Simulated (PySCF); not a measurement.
A PySCF script (with the pyscf-properties extension) for the NMR shieldings of `C=C/C=C\[O+]([AlH3-])CF`, C5H10AlFO, on a GFN2-xTB geometry:

```python
import basis_set_exchange as bse
import numpy as np
from pyscf import gto, dft
from pyscf.prop import nmr

atoms = """
C     2.923259    0.874835   -0.240093
C     1.674628    0.438587   -0.105606
C     0.619058    0.792873   -1.027486
C    -0.642532    0.371912   -0.953881
O    -1.096205   -0.463622    0.074976
Al   -1.712877    0.525477    1.561319
C    -1.015403   -1.819225   -0.173204
F    -1.860482   -2.160158   -1.185563
H     3.694819    0.608438    0.460682
H     3.212140    1.516777   -1.056316
H     1.401328   -0.193184    0.729974
H     0.885627    1.452051   -1.841814
H    -1.402674    0.643738   -1.672518
H    -2.811232    1.373492    0.821152
H    -0.388448    1.266299    1.971254
H    -2.133455   -0.758524    2.379989
H    -1.348946   -2.335593    0.733730
H    -0.007364   -2.127855   -0.488253
"""
names = dict.fromkeys(["C", "O", "Al", "F", "H"], "pcSseg-1")
basis = {el: gto.basis.parse(bse.get_basis(n, elements=[el], fmt="nwchem")) for el, n in names.items()}
mol = gto.M(atom=atoms, basis=basis, charge=0, verbose=0)
mf = dft.RKS(mol, xc="PBE0")
mf.grids.level = 2
mf.grids.alignment = dft.numint.BLKSIZE   # the property module wants whole blocks of grid points
mf.conv_tol = 1e-9
mf.kernel()

calc = nmr.RKS(mf)   # GIAO
C = mf.mo_coeff
Co = C[:, mf.mo_occ > 0]
resp = mf.gen_response(singlet=True, hermi=2)
def vind(x):   # induced exchange potential for any number of trial vectors
    d = np.einsum("pi,xij,qj->xpq", C, 2 * x.reshape(-1, C.shape[1], Co.shape[1]), Co, optimize=True)
    return np.einsum("xpq,pi,qj->xij", resp(d - d.transpose(0, 2, 1)), C, Co, optimize=True).ravel()
mo1, _ = nmr.rhf.solve_mo1(calc, with_cphf=vind)
sigma = calc.kernel(mo1)
for i, s in enumerate(sigma):   # ppm
    w = np.linalg.eigvalsh((s + s.T) / 2)
    print("%2d %-2s iso %8.1f  s11 %8.1f  s22 %8.1f  s33 %8.1f" % (i, mol.atom_pure_symbol(i), w.mean(), *w))
```

Problem. Give the expected output.

Solution. 
```
 0 C  iso     54.4  s11    -55.1  s22     56.8  s33    161.6
 1 C  iso     50.4  s11    -69.9  s22     49.3  s33    171.7
 2 C  iso     48.4  s11    -63.4  s22     65.9  s33    142.9
 3 C  iso     41.4  s11    -49.5  s22     75.2  s33     98.7
 4 O  iso    230.9  s11    186.2  s22    223.4  s33    283.1
 5 Al iso    407.7  s11    386.7  s22    404.9  s33    431.6
 6 C  iso     76.4  s11     59.3  s22     73.2  s33     96.7
 7 F  iso    342.5  s11    236.0  s22    342.7  s33    448.7
 8 H  iso     25.8  s11     23.1  s22     24.9  s33     29.5
 9 H  iso     25.8  s11     22.5  s22     25.3  s33     29.7
10 H  iso     24.6  s11     20.9  s22     22.9  s33     30.1
11 H  iso     25.3  s11     23.5  s22     24.2  s33     28.2
12 H  iso     25.1  s11     22.2  s22     25.3  s33     27.8
13 H  iso     27.3  s11     24.0  s22     26.3  s33     31.5
14 H  iso     27.5  s11     23.5  s22     28.2  s33     30.7
15 H  iso     27.4  s11     24.3  s22     26.5  s33     31.4
16 H  iso     25.4  s11     21.4  s22     26.2  s33     28.4
17 H  iso     26.0  s11     21.4  s22     27.9  s33     28.8
```

These numbers come from an equivalent density-fitted implementation of the same equations, which agrees with the script to about 0.01 ppm for H and up to a few tenths of a ppm for heavy atoms, so last digits may differ.

Size and cost of the density-fitted run: 193 basis functions, 34 s wall time on 1 thread of an Arm Neoverse V2, shared host; peak memory 0.86 GiB.
